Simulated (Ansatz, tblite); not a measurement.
Removing and adding an electron: SnO₂ (the lowest singlet isomer of a short search). Total charge 0; singlet. Geometry: B3LYP-D4/def2-TZVP. Ansatz, gas phase; energy differences of separate SCF runs; the oxidised species was run as a doublet alone; the reduced species was run as a doublet alone.

```xyz
3

Sn    0.000    0.000    0.000
O    -0.535    0.131   -1.728
O     0.534   -0.131    1.728
```

In the def2 sets Sn takes a core potential; there is no spin–orbit coupling. The xTB rows come from tblite. Correlated methods freeze 6 core orbitals; core or outer-core shells of Sn are correlated, in sets that lack core-valence functions. The structure comes from a short search, and lower isomers may exist.

| level | −HOMO (eV) | vertical IE (eV) | −LUMO (eV) | vertical EA (eV) | HOMO–LUMO gap (eV) | IE − EA (eV) | remarks |
| --- | --- | --- | --- | --- | --- | --- | --- |
| GFN1-xTB | 15.10 | 19.33 | 11.93 | 7.67 | 3.17 | 11.66 | – |
| GFN2-xTB | 13.46 | 17.75 | 9.58 | 5.30 | 3.88 | 12.45 | – |
| PBE-D4/def2-TZVP | 7.11 | 10.60 | 4.18 | – | 2.93 | – | – |
| PBE-D4/def2-TZVPD | 7.20 | – | 4.29 | 1.43 | 2.91 | – | HOMO above zero (-1 doublet) |
| r2SCAN-D4/def2-TZVP | 7.43 | 10.64 | 4.05 | – | 3.38 | – | – |
| r2SCAN-D4/def2-TZVPD | 7.49 | – | 4.13 | 1.45 | 3.36 | – | HOMO above zero (-1 doublet) |
| PBE0-D4/def2-TZVP | 8.59 | 10.75 | 3.23 | – | 5.36 | – | spin-contaminated (⟨S²⟩ 0.83) (+1 doublet) |
| PBE0-D4/def2-TZVPD | 8.66 | – | 3.35 | 1.46 | 5.31 | – | HOMO above zero (-1 doublet) |
| MP2/def2-TZVPD | – | – | – | 1.42 | – | – | restricted SCF unstable (singlet) |
| CCSD/def2-TZVPD | – | – | – | 1.32 | – | – | large T1 (0.031) (singlet), restricted SCF unstable (singlet) |
| CCSD(T)/def2-TZVPD | – | – | – | 1.34 | – | – | large T1 (0.031) (singlet), restricted SCF unstable (singlet) |

Run but left out: HF/def2-TZVPP, HF/def2-TZVPD (singlet: restricted singlet, unstable towards broken spin symmetry); MP2/def2-TZVPP, CCSD/def2-TZVPP, CCSD(T)/def2-TZVPP (charge +1 doublet: ⟨S²⟩ 1.35, where a pure state has 0.75).   A HOMO above zero means that the electron is unbound at that level or that self-interaction error raises the level; the energy of removing that electron tells which. Raw xTB energy differences between charge states are shifted by several eV; the methods need an empirical correction for them.
